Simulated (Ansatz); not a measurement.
`Sc1ccc(-c2ccc(-c3ccc(S)s3)s2)s1`. Total charge 0; triplet. Geometry PBE-D4/def2-SVP, that of the neutral singlet; atoms count from 1.

Cartesian coordinates in Å:
```
S -2.955 1.927 5.882
C -2.160 1.814 4.312
C -1.713 2.815 3.459
C -1.118 2.302 2.274
C -1.104 0.911 2.207
C -0.592 0.045 1.174
C -0.579 -1.349 1.112
C 0.011 -1.859 -0.069
C 0.465 -0.866 -0.939
C 1.111 -0.999 -2.221
C 1.567 -0.015 -3.095
C 2.160 -0.524 -4.282
C 2.162 -1.912 -4.327
S 2.809 -2.901 -5.634
S 1.431 -2.591 -2.896
S 0.145 0.721 -0.267
S -1.844 0.230 3.649
H -2.949 3.288 5.912
H -1.812 3.885 3.684
H -0.705 2.936 1.477
H -0.992 -1.980 1.912
H 0.110 -2.931 -0.291
H 1.471 1.058 -2.875
H 2.574 0.103 -5.083
H 2.509 -4.106 -5.074
```

Single mean-field runs in def2-TZVP are fitted with def2-universal-jkfit. At PBE0-D4/def2-TZVP a singlet of charge 0 lies 1.87 eV below the triplet at the same geometry.

**Question.** Estimate the Mulliken populations from the PBE0/def2-TZVP orbitals of Ansatz.

**Answer.** 
```
atom  charge (e)  spin (α − β)
  S1       -0.14          0.06
  C2        0.02          0.26
  C3       -0.16         -0.10
  C4       -0.24          0.29
  C5        0.02         -0.03
  C6        0.14          0.35
  C7       -0.18          0.10
  C8       -0.18          0.11
  C9        0.15          0.35
 C10        0.01         -0.03
 C11       -0.24          0.30
 C12       -0.16         -0.10
 C13        0.04          0.27
 S14       -0.14          0.06
 S15       -0.03          0.03
 S16       -0.07          0.08
 S17        0.00          0.03
 H18        0.16          0.00
 H19        0.14          0.00
 H20        0.14         -0.02
 H21        0.14         -0.01
 H22        0.14         -0.01
 H23        0.14         -0.02
 H24        0.14          0.00
 H25        0.17          0.00
```
Mulliken values depend strongly on the basis.

**Question.** Where does the spin sit?

**Answer.** Summed by element: S 0.27, C 1.78, H -0.05, of 2 unpaired in all. Largest on single atoms: C6 0.35, C9 0.35, C11 0.30.

**Question.** And the Mayer bond orders between heavy atoms (over 0.3)?

**Answer.** S1–C2 1.14 (1.76 Å); C2–C3 1.48 (1.39 Å); C2–S17 1.19 (1.75 Å); C3–C4 1.38 (1.42 Å); C4–C5 1.31 (1.39 Å); C5–C6 1.20 (1.44 Å); C5–S17 1.20 (1.76 Å); C6–C7 1.14 (1.40 Å); C6–S16 1.17 (1.75 Å); C7–C8 1.57 (1.42 Å); C8–C9 1.14 (1.40 Å); C9–C10 1.18 (1.44 Å); C9–S16 1.17 (1.75 Å); C10–C11 1.31 (1.39 Å); C10–S15 1.21 (1.76 Å); C11–C12 1.39 (1.42 Å); C12–C13 1.48 (1.39 Å); C13–S14 1.12 (1.76 Å); C13–S15 1.20 (1.74 Å).
